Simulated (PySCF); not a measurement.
## Simulated absorption spectrum

Species: C8H5NS.
Atom-mapped SMILES: `[CH3:1][C:2]#[C:3][c:4]1[cH:5][cH:6][c:7]([C:8]#[N:9])[s:10]1` (hydrogens: H11, H12, H13 on C1; H14 on C5; H15 on C6)

Geometry (GFN2-xTB, Å), atoms numbered from 1 in this order:
```
atom  x, y, z in Å
C1    -3.822   -0.100   -0.107
C2    -2.382   -0.068   -0.066
C3    -1.178   -0.018   -0.038
C4     0.217    0.008    0.003
C5     1.043    1.084   -0.221
C6     2.400    0.768   -0.100
C7     2.614   -0.553    0.217
C8     3.840   -1.188    0.408
N9     4.854   -1.706    0.563
S10    1.120   -1.431    0.371
H11   -4.232    0.552    0.665
H12   -4.176   -1.117    0.063
H13   -4.174    0.241   -1.080
H14    0.670    2.063   -0.463
H15    3.202    1.471   -0.237
```

Computed with TDDFT PBE0/def2-SVPD, vertical, gas phase, core orbitals frozen in the response (PySCF).

Computed states:

| state | E (eV) | f |
| --- | --- | --- |
| S1 | 4.24 | 0.473 |
| S2 | 4.75 | 0.0000 |
| S3 | 5.13 | 0.044 |
| S4 | 5.33 | 0.0001 |
| S5 | 5.34 | 0.0000 |
| S6 | 5.91 | 0.020 |
| S7 | 6.16 | 0.0003 |
| S8 | 6.24 | 0.016 |

Each state is given a Gaussian of 0.5 eV full width at half maximum, with ε(max) = 2.175×10⁸ f / Δν̃ (Δν̃ the width in cm⁻¹). The width is an assumption, not a result. The curve ends short of the highest state used, and states not computed would add to its high-energy end.

(1) What does the envelope look like, and where are its maxima?

(2) On this curve, what absorbance would a 10⁻⁵ mol/L sample give at 280 nm over a 1 cm path?

(3) Coming from long wavelengths, where does ε first pass 100 L mol⁻¹ cm⁻¹?

## Answers

(1) 
| E (eV) | ε (L mol⁻¹ cm⁻¹) |
| --- | --- |
| 3.49 | 46 |
| 3.56 | 142 |
| 3.62 | 339 |
| 3.68 | 747 |
| 3.74 | 1521 |
| 3.80 | 2859 |
| 3.86 | 4963 |
| 3.92 | 7952 |
| 3.98 | 11765 |
| 4.05 | 16797 |
| 4.11 | 20902 |
| 4.17 | 24014 |
| 4.23 | 25473 |
| 4.29 | 24947 |
| 4.35 | 22558 |
| 4.41 | 18836 |
| 4.47 | 14530 |
| 4.54 | 9732 |
| 4.60 | 6382 |
| 4.66 | 3963 |
| 4.72 | 2447 |
| 4.78 | 1674 |
| 4.84 | 1438 |
| 4.90 | 1541 |
| 4.96 | 1812 |
| 5.02 | 2106 |
| 5.09 | 2335 |
| 5.15 | 2356 |
| 5.21 | 2202 |
| 5.27 | 1906 |
| 5.33 | 1534 |
| 5.39 | 1163 |
| 5.45 | 856 |
| 5.51 | 654 |
| 5.58 | 570 |
| 5.64 | 617 |

Maxima: 292 nm (4.24 eV), ε about 26000, made up of S1 (100%); 242 nm (5.13 eV), ε about 2400, made up of S3 (100%) (ε in L mol⁻¹ cm⁻¹; maxima over ε = 5, shares over 10%). At its high-energy end, 5.64 eV, the curve is still rising (ε about 620, from S3 and S6).

(2) 280 nm is 4.428 eV, where ε is about 18000 L mol⁻¹ cm⁻¹, so A = ε c l ≈ 0.18 (Beer–Lambert, with the gas-phase spectrum and the assumed width).

(3) At about 350 nm (3.54 eV), 0.71 eV below S1.
